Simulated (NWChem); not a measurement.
Molecule: AlH₃S; SMILES [AlH2][SH]

```xyz
5

Al     0.1386    -1.1552     0.0545
H      1.3498    -2.0077    -0.5026
H     -1.2991    -1.7344     0.3850
S      0.5249     0.9724     0.3756
H     -0.7202     1.2475     0.8238
```
Atoms are numbered in this order, from 1.

Level: PBE0/def2-SVP (NWChem); excitation at 532 nm, off resonance, unscaled harmonic frequencies. Geometry: optimised at PBE0/def2-SVP.

**Question.** Give the Raman lines with relative activities.

**Answer.** 
```json
[
 {"wavenumber (cm⁻¹)": "423", "relative intensity": "1.3"},
 {"wavenumber (cm⁻¹)": "502", "relative intensity": "10"},
 {"wavenumber (cm⁻¹)": "686", "relative intensity": "5.6"},
 {"wavenumber (cm⁻¹)": "769", "relative intensity": "4.4"},
 {"wavenumber (cm⁻¹)": "1950", "relative intensity": "100"},
 {"wavenumber (cm⁻¹)": "1971", "relative intensity": "34"},
 {"wavenumber (cm⁻¹)": "2717", "relative intensity": "58"}
]
```
